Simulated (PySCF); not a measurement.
wavenumber (cm⁻¹), absorption (km/mol per cm⁻¹) and a bar:
```
        0      0.004 
       20      0.004 
       41      0.005 
       61      0.007 
       81      0.009 
      101      0.015 
      122      0.035 
      142      0.108 #
      162      0.058 
      183      0.023 
      203      0.016 
      223      0.014 
      243      0.015 
      264      0.018 
      284      0.023 
      304      0.032 
      325      0.049 
      345      0.086 #
      365      0.187 #
      386      0.591 ####
      406      1.186 ########
      426      0.352 ##
      446      0.132 #
      467      0.068 
      487      0.042 
      507      0.029 
      528      0.022 
      548      0.018 
      568      0.015 
      588      0.013 
      609      0.012 
      629      0.012 
      649      0.011 
      670      0.011 
      690      0.012 
      710      0.012 
      730      0.013 
      751      0.015 
      771      0.016 
      791      0.019 
      812      0.022 
      832      0.026 
      852      0.031 
      872      0.039 
      893      0.051 
      913      0.068 
      933      0.097 #
      954      0.151 #
      974      0.264 ##
      994      0.565 ####
     1014      1.717 ############
     1035      4.313 ##############################
     1055      1.390 ##########
     1075      0.489 ###
     1096      0.238 ##
     1116      0.139 #
     1136      0.091 #
     1157      0.064 
     1177      0.048 
     1197      0.037
```

This is the computed harmonic infrared spectrum of quartet MoOCl, Lorentzian lines of 30 cm⁻¹ full width. All numbers come from PySCF, UPBE0, basis Mo def2-TZVP with ECP28, O def2-TZVP, Cl def2-TZVP (scalar-relativistic core potentials, no spin–orbit coupling, density fitting).

**Question.** Which bands make it up, and how are they assigned?

**Answer.** In Cs symmetry, counting bands above 1 % of the strongest: 146 cm⁻¹ (a', bend, 5.2 km/mol); 402 cm⁻¹ (a', stretch, 60 km/mol); 1033 cm⁻¹ (a', stretch, 206 km/mol).

Other isomers or separated fragments may lie lower. With open d or f shells other occupations or spin states may lie lower.
